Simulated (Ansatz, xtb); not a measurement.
C4H11BSi: 5 structures ranked

5 gas-phase structures of C4H11BSi, from a drawn sample of its isomers (lower ones may exist). Each was relaxed with GFN2-xTB; where two conformers were screened, the lower at r2SCAN-D4/def2-SVP is listed:

A. `BC[Si@@H](C)C=C`, a singlet
B. `BC[SiH2]CC=C`, a singlet
C. `B[Si](C)(C)C=C`, a singlet
D. `B[Si@@H](C)CC=C`, a singlet
E. `B[C@@H](C=C)[SiH2]C`, a singlet

Estimate their order in r2SCAN-D4/def2-SVP energy at these geometries, lowest first.

Calculated order at r2SCAN-D4/def2-SVP: A (0.0), E (19.7), B (26.9), C (57.2), D (80.6) kJ/mol.

Energies above the lowest of each column, in kJ/mol; the last columns are at B3LYP/def2-SVP geometries:

```json
{"structure": "A", "GFN2-xTB": "41.0", "HF/STO-3G": "0.0", "r2SCAN-D4/def2-SVP": "0.0", "B3LYP/def2-SVP": "0.0", "CCSD(T)/def2-SVP + ΔMP2/def2-TZVPP": "0.0"}
{"structure": "E", "GFN2-xTB": "0.0", "HF/STO-3G": "36.9", "r2SCAN-D4/def2-SVP": "19.7", "B3LYP/def2-SVP": "25.6", "CCSD(T)/def2-SVP + ΔMP2/def2-TZVPP": "29.7"}
{"structure": "B", "GFN2-xTB": "5.4", "HF/STO-3G": "39.9", "r2SCAN-D4/def2-SVP": "26.9", "B3LYP/def2-SVP": "28.2", "CCSD(T)/def2-SVP + ΔMP2/def2-TZVPP": "35.9"}
{"structure": "C", "GFN2-xTB": "99.3", "HF/STO-3G": "33.5", "r2SCAN-D4/def2-SVP": "57.2", "B3LYP/def2-SVP": "52.2", "CCSD(T)/def2-SVP + ΔMP2/def2-TZVPP": "50.0"}
{"structure": "D", "GFN2-xTB": "60.8", "HF/STO-3G": "74.2", "r2SCAN-D4/def2-SVP": "80.6", "B3LYP/def2-SVP": "76.7", "CCSD(T)/def2-SVP + ΔMP2/def2-TZVPP": "83.6"}
```

CCSD(T)/def2-SVP + ΔMP2/def2-TZVPP puts A lowest; GFN2-xTB picks E. Flexible structures stand in one conformer each, not always the lowest. ΔMP2 is the change of the MP2 energy from the smaller to the larger basis.

Over these structures GFN2-xTB departs from r2SCAN-D4/def2-SVP by 29.8 kJ/mol on average once a common shift is removed. A GFN2-xTB relaxation took about 0.099 s and the r2SCAN-D4/def2-SVP energy about 1.6 s on a shared host (Ansatz 0.2.0, xtb 6.7.1).
